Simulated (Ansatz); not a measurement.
**Worked example: ideal-gas entropy of HfH2Cl2O2 (SMILES Cl[Hf](Cl)(O)O)**

A singlet with charge 0, relaxed at PBE0-D4/def2-TZVP (core potential) (Ansatz 0.2.0):

```xyz
7

Cl   -1.4564   -2.1750    0.0028
Hf    0.0987   -0.4038   -0.0237
Cl    2.2927   -1.2469   -0.2012
O    -0.2572    0.7048   -1.5209
O    -0.0554    0.5741    1.5940
H    -0.4572    1.3690   -2.1724
H    -0.1652    1.1777    2.3215
```

Harmonic wavenumbers in cm⁻¹: 96, 122, 143, 145, 146, 175, 233, 264, 286, 369, 375, 710, 733, 4015, 4018.

Masses in u: Cl 35.45, Hf 178.49, O 15.999, H 1.008. Take T = 298.15 K, p = 1 bar, R = 8.3145 J/(mol K), kT/hc = 207.22 cm⁻¹, rigid rotor and harmonic oscillator.

Q: Compute the standard molar entropy.

A: 
1. Translation (Sackur–Tetrode): S = R[3/2 ln M + 5/2 ln T − 1.1517] with M = 283.404 gives 179.3 J/(mol K).
2. Rotation: principal moments 248.425, 353.462, 425.250 u Å² give A, B, C = 0.0679, 0.0477, 0.0396 cm⁻¹; the symmetry number is σ = 2; q = (√π/σ)√((kT/hc)³/ABC) = 233427; S = R(ln q + 3/2) = 115.2.
3. Vibration: with u = ν̃/207.22, each mode gives R[u/(eᵘ − 1) − ln(1 − e⁻ᵘ)]; the sum is 104.2, most from 96 cm⁻¹ (14.8), 122 cm⁻¹ (12.8), 143 cm⁻¹ (11.6).
4. Electronic: R ln 1 = 0.0, from the spin multiplicity alone.
5. Sum: 179.3 + 115.2 + 104.2 + 0.0 = 398.7 J/(mol K).

No measured value is set beside it here. Where a soft mode is a torsion, a harmonic oscillator describes it poorly.
